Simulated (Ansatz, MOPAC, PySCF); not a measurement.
Dimer: CH4 (SMILES C) (first 5 atoms) with CH2O2 (SMILES O=CO); geometry from B3LYP-D3(BJ)/def2-TZVP, rigid monomers moved along the line of their centres of mass till C1···H10 is 3.37 Å.
(charge 0, multiplicity 1):
```xyz
10

C     -0.06824     0.02253     0.09792
H      0.13408    -0.23224    -0.94107
H      0.63390    -0.50677     0.74136
H      0.04872     1.09984     0.22239
H     -1.09088    -0.27279     0.33654
O      1.20815    -0.65972     4.55099
C      0.38919     0.06833     5.03482
O     -0.53114     0.76505     4.35080
H      0.27911     0.26561     6.10887
H     -0.41289     0.57379     3.40422
```

Counterpoise-corrected where a basis set is named; no monomer relaxation. Rows marked so take none.

Rows in 6-31G* carry no dispersion term and start afresh at each structure (6-31G* with six Cartesian d functions). The state that PM7 reach isn't checked; PM7 holds dispersion and hydrogen-bond terms.

Run with Ansatz (Gaussian orbitals); MOPAC for PM7 (differences of heats of formation); PySCF for 6-31G* rows. 

### Question
What interaction energy does PM7 give?

### Answer
-0.6 kcal/mol

Ansatz is an electronic-structure program.
